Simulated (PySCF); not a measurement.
BEt2(vinyl), C6H13B.
SMILES: `C=CB(CC)CC`

The closed-shell ground state was solved at several levels (PySCF, density fitting, gas phase, non-relativistic). The structure is a single PBE0-D3(BJ)/def2-SVP conformer in the gas phase; no vibrational or solvent corrections.

| level | basis functions | total energy (Eh) | HOMO (eV) | LUMO (eV) | gap (eV) | dipole (D) |
| --- | --- | --- | --- | --- | --- | --- |
| B3LYP/pcJ-1 | 319 | -261.3334 | -7.74 | -1.65 | 6.09 | 0.45 |
| KT2/pcSseg-1 | 184 | -265.9287 | -6.71 | -2.45 | 4.26 | 0.45 |
| PBE0/def2-SVPD | 244 | -260.7929 | -7.95 | -1.48 | 6.47 | 0.40 |

(1) Estimate the row for PBE0/pcSseg-1, a basis of 184 functions; the other rows only guide the guess.

(2) Over all these levels, which gives the widest orbital gap and which the narrowest?

(3) How far do the dipole and the HOMO energy spread over the levels?

Results:

(1) Total energy -260.9317 Eh, HOMO -7.96 eV, LUMO -1.47 eV, gap 6.49 eV, dipole 0.43 D.

(2) PBE0/pcSseg-1 (global hybrid, 25 % exact exchange) has the widest, 6.49 eV, and KT2/pcSseg-1 (GGA) the narrowest, 4.26 eV. The two share the basis. From the narrowest to the widest the HOMO moves by -1.25 eV and the LUMO by +0.98 eV.

(3) The dipole runs from 0.40 to 0.45 D (mean 0.43 D) and the HOMO from -7.96 to -6.71 eV.
